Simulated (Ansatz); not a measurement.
Geometry optimisation, DFT PBE-D3(BJ), scalar-relativistic, plane waves, PAW (Ansatz 0.2.0).

Input:

```yaml
accuracy: low
crystal:
  lattice:
    - [6.333857, 0.0, 0.0]
    - [0.0, 6.333857, 0.0]
    - [0.0, 0.0, 6.333857]
  atoms:
    - { symbol: O, position: [0.4205838, 0.7952142, 0.368425] }
    - { symbol: H, position: [0.2983616, 0.706192, 0.3912482] }
    - { symbol: H, position: [0.3978864, 0.9139376, 0.462093] }
    - { symbol: O, position: [0.0121097, -0.0052099, 0.9557973] }
    - { symbol: H, position: [0.1498655, 0.0538714, 0.9860768] }
    - { symbol: H, position: [-0.0803028, 0.0626522, 1.0569842] }
    - { symbol: O, position: [0.8820444, 0.588874, 0.8534754] }
    - { symbol: H, position: [0.7946055, 0.609074, 0.7296589] }
    - { symbol: H, position: [0.8034183, 0.4889088, 0.9383814] }
    - { symbol: O, position: [0.7235669, 0.1462355, 0.3804675] }
    - { symbol: H, position: [0.6979086, 0.0011647, 0.3394767] }
    - { symbol: H, position: [0.8010089, 0.1344259, 0.5117968] }
    - { symbol: O, position: [0.1153145, 0.4006669, 0.5087021] }
    - { symbol: H, position: [0.1045362, 0.4793452, 0.6393838] }
    - { symbol: H, position: [0.2559289, 0.3407303, 0.5130961] }
    - { symbol: O, position: [0.7744389, 0.5947638, 0.3660023] }
    - { symbol: H, position: [0.8139445, 0.6112054, 0.2191926] }
    - { symbol: H, position: [0.6406051, 0.5210096, 0.360262] }
    - { symbol: Cl, position: [0.3640801, 0.4635989, 0.109876] }
    - { symbol: H, position: [0.2015798, 0.3529421, 0.0631094] }
basis:
  ecutwfc: 420.0
kpoints:
  mp_grid: { grid: [1, 1, 1] }
hamiltonian:
  xc: pbe
  dispersion: d3bj
scf:
  occupations: { method: fermi_dirac, width: 0.02 }
  lower_state_search: "off"
relax:
  f_tol: 0.3
  max_steps: 15
  adjacent_minimum: "off"
```

Run as:

```bash
$ ansatz run input.yaml --threads 1 --pin off --max-ram 3072MiB --backend cpu --events-out ev --progress --plain --runs-dir out
```

Q: Where does it end, and by what steps?

A: The run converged. The threshold is loose, so the end isn't yet a minimum. Limits of this set-up: coarse k mesh, low accuracy level. After 14 steps the energy has fallen by 3.285 eV; Cl19 moved furthest, 1.65 Å. Parted: Cl19–H20. Joined: O4–H20.

```json
{"step": "0", "energy less start (eV)": "0.0000", "largest force component (eV/Å)": "0.812", "accepted": "yes"}
{"step": "1", "energy less start (eV)": "-0.5378", "largest force component (eV/Å)": "0.770", "accepted": "yes"}
{"step": "2", "energy less start (eV)": "-0.8131", "largest force component (eV/Å)": "3.115", "accepted": "yes"}
{"step": "3", "energy less start (eV)": "-1.2105", "largest force component (eV/Å)": "2.189", "accepted": "yes"}
{"step": "4", "energy less start (eV)": "-1.5770", "largest force component (eV/Å)": "1.320", "accepted": "yes"}
{"step": "5", "energy less start (eV)": "-1.7955", "largest force component (eV/Å)": "1.052", "accepted": "yes"}
{"step": "6", "energy less start (eV)": "-2.0184", "largest force component (eV/Å)": "0.965", "accepted": "yes"}
{"step": "7", "energy less start (eV)": "-2.2726", "largest force component (eV/Å)": "0.700", "accepted": "yes"}
{"step": "8", "energy less start (eV)": "-2.4709", "largest force component (eV/Å)": "0.563", "accepted": "yes"}
{"step": "9", "energy less start (eV)": "-2.6210", "largest force component (eV/Å)": "0.432", "accepted": "yes"}
{"step": "10", "energy less start (eV)": "-2.7714", "largest force component (eV/Å)": "0.473", "accepted": "yes"}
{"step": "11", "energy less start (eV)": "-2.9590", "largest force component (eV/Å)": "0.392", "accepted": "yes"}
{"step": "12", "energy less start (eV)": "-3.0313", "largest force component (eV/Å)": "1.344", "accepted": "yes"}
{"step": "13", "energy less start (eV)": "-3.1744", "largest force component (eV/Å)": "0.787", "accepted": "yes"}
{"step": "14", "energy less start (eV)": "-3.2854", "largest force component (eV/Å)": "0.253", "accepted": "yes"}
```

```xyz
20
Lattice="6.3339 0.0000 0.0000 0.0000 6.3339 0.0000 0.0000 0.0000 6.3339" Properties=species:S:1:pos:R:3
O 1.740 4.856 2.296
H 1.398 3.967 2.644
H 1.528 5.475 3.018
O 0.863 0.033 6.601
H 1.286 -0.655 7.193
H 0.160 0.515 7.275
O 5.251 3.680 4.928
H 4.821 4.151 4.179
H 4.550 3.066 5.246
O 5.642 0.980 1.967
H 5.203 0.181 2.356
H 6.181 1.461 2.653
O 0.812 2.648 3.466
H 0.089 3.009 4.089
H 1.528 2.389 4.112
O 4.453 4.833 2.506
H 4.779 4.172 1.865
H 3.465 4.833 2.365
Cl 2.758 2.002 -0.587
H 1.582 0.721 -0.060
```

The run took 23 s on 1 thread of Intel(R) Xeon(R) CPU @ 2.80GHz (Skylake/Cascade Lake), on a shared host, peak memory 0.41 GiB.
